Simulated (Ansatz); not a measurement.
Mulliken charges of `[NH2][V]([F])([F])=[S]` from r2SCAN/def2-TZVPP in Ansatz (PBE0-D4/def2-TZVP geometry).

```csv
atom,x (Å),y (Å),z (Å),charge (e)
N1,-0.554,0.850,0.401,-0.471
V2,0.328,-0.571,-0.248,1.071
F3,0.629,-1.699,1.025,-0.349
F4,-0.629,-1.344,-1.461,-0.349
S5,2.017,0.168,-0.997,-0.273
H6,-0.272,1.818,0.397,0.194
H7,-1.458,0.710,0.838,0.177
```

Q: By hand: the dipole of these point charges (1 e Å = 4.8032 D).

A: Σ q r = (-0.249, 0.483, 0.195) e Å, of length 0.577 e Å = 2.77 D.

Q: How does the dipole of the full density compare? (Estimate.)

A: The calculation gave: (-0.351, 0.519, 0.252) e Å, 3.24 D; the point charges give 0.85 times that, at 7° from its direction.

Point charges leave out the atoms' own dipoles, such as those of lone pairs, and Mulliken's split depends on the basis, so the close match here is no proof of good charges.
